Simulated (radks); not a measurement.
Results of a calculation; reference values are marked as such.
Orbital eigenvalues (eV) of neutral promethium, [Xe] 4f5 6s2, at several levels of relativity; Dirac values are averaged over j with weights 2j + 1. Spin-unpolarised spherical Kohn-Sham, PBE, point nucleus unless stated (finite: rms radius 4.962 fm), a radial shooting solver on a logarithmic mesh with Libxc functionals. A level marked "c x" has the speed of light scaled by that factor and shares open shells by 2j + 1; other Dirac levels either fill j = l - 1/2 first or share by 2j + 1.

| shell | non-rel. | scalar-rel. | Dirac, low j first | Dirac, c x 1.25 | change of magnitude, last against first (%) |
|---|---|---|---|---|---|
| 3s | -1455.2 | -1596.3 | -1593.6 | -1540.2 | +5.84 |
| 3p | -1304.5 | -1350.4 | -1352.3 | -1334.3 | +2.28 |
| 3d | -1023.9 | -1013.4 | -1011.3 | -1016.3 | -0.74 |
| 4s | -284.50 | -317.40 | -316.67 | -304.26 | +6.95 |
| 4p | -226.93 | -236.70 | -237.05 | -233.29 | +2.80 |
| 4d | -125.19 | -122.76 | -122.31 | -123.49 | -1.35 |
| 5s | -37.262 | -41.873 | -41.736 | -39.973 | +7.27 |
| 5p | -22.167 | -22.673 | -22.723 | -22.500 | +1.50 |
| 4f | -5.2295 | -2.1538 | -1.9767 | -3.2029 | -38.75 |
| 6s | -3.3438 | -3.5426 | -3.5372 | -3.4564 | +3.37 |
| 5d (empty) | -2.3948 | -1.8036 | -1.7911 | -2.0048 | -16.29 |
| 6p (empty) | -1.3529 | -1.2202 | -1.2266 | -1.2731 | -5.90 |
